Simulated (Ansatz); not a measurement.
Total energies of HfCl4 from Ansatz at PBE0-D4/def2-TZVPD, gas phase (1 Eh = 27.2114 eV = 2625.5 kJ/mol). The reference geometry is relaxed at PBE-D4/def2-SVP.

| state | geometry | energy (Eh) |
| --- | --- | --- |
| charge 0 singlet | reference | -1888.59998 |
| charge -1 doublet | reference | -1888.62425 |
| free Hf atom (triplet) | – | -47.84257 |
| free Cl atom (doublet) | – | -459.99797 |

In the def2 sets Hf takes a core potential; there is no spin–orbit coupling.

Problem. Work out the vertical electron affinity, to the doublet.

Solution. E(charge 0 singlet) − E(charge -1 doublet) = -1888.59998 − (-1888.62425) = 0.02427 Eh = 0.66 eV.

Problem. What is the binding energy per atom against free atoms?

Solution. Atoms: 1 × (-47.84257) + 4 × (-459.99797) = -1887.83445 Eh. Binding: -1887.83445 − (-1888.59998) = 0.76553 Eh = 20.83 eV, or 4.17 eV for each of 5 atoms (no zero-point energy, no counterpoise term).

At PBE0-D4/def2-TZVPD the highest occupied level of the charge -1 doublet lies above zero (up to 1.08 eV). By energy differences its removal costs 0.66 eV (vertical, to the charge 0 singlet, at PBE0-D4/def2-TZVPD); a positive level beside a positive removal energy at the same level points to self-interaction error.
